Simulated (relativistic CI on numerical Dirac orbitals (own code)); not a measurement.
**Crystal-field levels of Co⁴⁺, 3d5**

Calculated by Dirac-Coulomb-Breit CI, separate exchange-only KLI orbitals for each configuration, a model potential for QED, valence Slater integrals scaled by 0.65, one configuration in a parametric crystal field (own radial code).

Field parameters in Wybourne normalisation: D4h B²₀ = −7Ds, B⁴₀ = 21(Dq − Dt), B⁴₄ = 21√(5/14) Dq. The field is a parameter set, without covalency.

S is read from ⟨S²⟩ = S(S + 1).

Levels (cm⁻¹, degeneracy): 0 (2), 1134 (2), 1447 (2), 7734 (2), 7810 (2), 7840 (2), 10392 (2), 10403 (2), 10467 (2), 10522 (2), 12802 (2), 12816 (2).

(1) Which field gives this pattern?
A. D4h, 10Dq = 25450, Ds = -270, Dt = -270 cm⁻¹
B. D4h, 10Dq = 25450, Ds = -1090, Dt = -270 cm⁻¹
C. D4h, 10Dq = 25450, Ds = 550, Dt = -270 cm⁻¹
D. D4h, 10Dq = 25450, Ds = 3000, Dt = -270 cm⁻¹

## Answers

(1) A. D4h, 10Dq = 25450, Ds = -270, Dt = -270 cm⁻¹, ground level with S = 0.52.
